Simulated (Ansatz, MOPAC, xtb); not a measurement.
Diatomic TeO, multiplicity 3 (the spin of the measured ground state). No spin–orbit coupling.

The constants come from a fifth-degree fit in 1/R (seven points, main isotopes). In def2 and cc sets the state is the lowest found near the PBE0 minimum, followed along R.

Correlated levels freeze the inner cores; with def2 sets outer-core shells near the valence are correlated too. CBS(a, b) extrapolates the correlation energy as X⁻³ and adds the Hartree–Fock energy of set b. The state that PM6 reach isn't checked.

Codes used: Ansatz (Gaussian orbitals); MOPAC for PM6 (differences of heats of formation); xtb for the GFN methods.  In def2 rows elements past Kr take small-core potentials, without spin–orbit coupling. The GFN methods have no spin term and hold the electronic entropy of 300 K.

D_e counts from each atom's lowest state at the same level, without counterpoise or zero-point energy.

```csv
level,r_e (Å),ω_e (cm⁻¹),ω_e x_e (cm⁻¹),D_e (eV),dipole (D)
PM6,1.852,701,1.6,-,-
GFN1-xTB,1.822,823,2.1,-,-
PBE/def2-TZVPP,1.844,783,3.4,4.80,2.79
BHLYP/def2-TZVPP,1.796,…,3.4,3.22,3.18
wB97M-V/def2-TZVPP,1.806,876,3.1,3.92,3.15
B2PLYP/def2-TZVPP,1.837,783,3.3,4.18,-
CCSD(T)/def2-QZVPP,1.818,827,3.0,4.05,-
"CCSD(T)/CBS(def2-TZVPP, def2-QZVPP)",…,…,3.4,-,-
```

Q: What belongs in the gaps?

A: 
- CCSD(T)/CBS(def2-TZVPP, def2-QZVPP), r_e (Å): 1.815
- CCSD(T)/CBS(def2-TZVPP, def2-QZVPP), ω_e (cm⁻¹): 831
- BHLYP/def2-TZVPP, ω_e (cm⁻¹): 888

Measured for the ground state: r_e 1.825 Å, ω_e 797.11 cm-1, ω_e x_e 4 cm-1, B_e 0.3554 cm-1, α_e 0.00237 cm-1 [Huber and Herzberg (1979), NIST Chemistry WebBook]. D_0 3.869 ± 0.22 eV (a handbook's tabulated 298 K bond energy less 3RT/2; such tables hold older values) [Luo, bond dissociation energies, CRC Handbook].

Doubts at one or more of the structures used: other coupled-cluster roots lie near (CCSD(T)/CBS(def2-TZVPP, def2-QZVPP)).

Ansatz is a quantum-chemistry and plane-wave program.
